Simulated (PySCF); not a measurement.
**MBi cations for M along the third period**

r²SCAN with double-zeta basis sets in PySCF, for the lowest determinant that a PBE0 search found; no spin–orbit coupling. De refers to high-spin ground-configuration atoms (the charge goes to the atom of lower measured ionisation energy or higher electron affinity, which is not always the lowest computed limit). A positive dipole points towards Bi; it is taken about the centre of mass and depends on that origin.

| M | basis | charged atom | state (unpaired electrons) | Re (Å) | ωe (cm⁻¹) | De (eV) | μ (D) |
| --- | --- | --- | --- | --- | --- | --- | --- |
| Na | def2-SVP | Na+ | quartet (σ ↑, π ↑↑) | 3.458 | 92.2 | n/a | -12.14 |
| Mg | def2-SVP | Bi+ | triplet (π ↑↑) | 2.839 | 221 | n/a | -9.31 |
| Al | cc-pV(D+d)Z/cc-pVDZ-PP | Al+ | quartet (σ ↑, π ↑↑) | 2.861 | 185 | n/a | -6.47 |
| Si | def2-SVP | Bi+ | triplet (π ↑↑) | 2.629 | 316 | n/a | -3.49 |
| Cl | def2-SVP | Bi+ | doublet (π ↑) | 2.383 | 395 | n/a | 1.96 |

The shortest bond is that of BiCl⁺ (2.383 Å), the longest that of NaBi⁺ (3.458 Å).

The rows differ in basis set, which adds steps of its own.

The state changes along the series, so neighbouring rows are not always alike in their bonding.

Spin–orbit coupling is left out, which matters for elements this heavy, above all for dissociation energies. States were picked by a PBE0 search and need not be the measured ground states.
